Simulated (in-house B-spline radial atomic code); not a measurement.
A fraction x of an electron is removed from 4d in Pd, starting from [Kr] 4d10 and keeping the highest spin. All numbers are computed (scalar-relativistic (X2C) PBE0, spin-polarised, spherical fractional occupations; Fermi nucleus of rms radius 4.5318 fm) with a radial B-spline atomic code at the basis-set limit, not measured.

Caution: exact exchange at fractional occupations of open shells leaves self-interaction of up to several eV.

```
   x  E(x) - E(0) (eV)  4d down level (eV)
   0            0.0000              -5.408
0.11            0.6475              -6.371
0.18            1.1155              -7.002
0.26            1.7050              -7.738
0.44            3.2508              -9.450
 0.5            3.8354             -10.037
0.55            4.3496             -10.532
0.74            6.5328             -12.461
 0.8            7.2991             -13.084
0.94            9.2342             -14.566
   1           10.1275             -15.211
```

The exact functional would give a straight line between the two integer points. Deviations E(x) - E(0) - x[E(1) - E(0)], in eV: -0.467 at x = 0.11, -0.707 at x = 0.18, -0.928 at x = 0.26, -1.205 at x = 0.44, -1.228 at x = 0.5, -1.221 at x = 0.55, -0.962 at x = 0.74, -0.803 at x = 0.8, -0.286 at x = 0.94.

The curve lies below the straight line by up to 1.228 eV (at x = 0.5): convex, the delocalisation error, to which spherically averaged exact exchange adds.

Problem. How well does Slater's transition state (minus the level at half occupation) give the ionisation energy?

Solution. It gives 10.037 eV against 10.127 eV from the two total energies; NIST lists 8.34 eV, ground level to ground level. The end point has an open shell averaged over its orbitals, so its exact exchange keeps a self-interaction and this is no true integer point.
